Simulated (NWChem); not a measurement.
System: CH6AlN; SMILES C[NH][AlH2]

The following NWChem deck was run.

```
start job
memory heap 200 mb stack 900 mb global 1100 mb
geometry units angstroms noautoz
  Al     0.081395    -1.238512     0.000549
  H     -1.017807    -2.383858     0.002859
  H      1.651054    -1.478977    -0.000775
  N     -0.502063     0.440709    -0.000501
  C      0.248082     1.674529    -0.000473
  H     -1.504869     0.606801    -0.001754
  H      0.041792     2.300679     0.887572
  H      0.046482     2.298119    -0.891428
  H      1.328858     1.462180     0.002670
end
basis spherical
  * library def2-svp
end
dft
  xc b3lyp
  iterations 150
  vectors input atomic output neutral.movecs
end
task dft energy
charge 1
dft
  odft
  mult 2
  vectors input atomic output cation.movecs
end
task dft energy
```

The geometry was optimised at PBE0/def2-SVP.

Ions are spin-unrestricted doublets at the neutral geometry; other ion states weren't tried.

**Question.** What results follow from this input? (B3LYP/def2-SVP, vertical spin-unrestricted ions.) Quantities: vertical ionisation energy, ΔSCF (eV); −ε(HOMO) (eV).

**Answer.** 
```yaml
vertical ionisation energy, ΔSCF (eV): 9.03
"−ε(HOMO) (eV)": 6.53
```
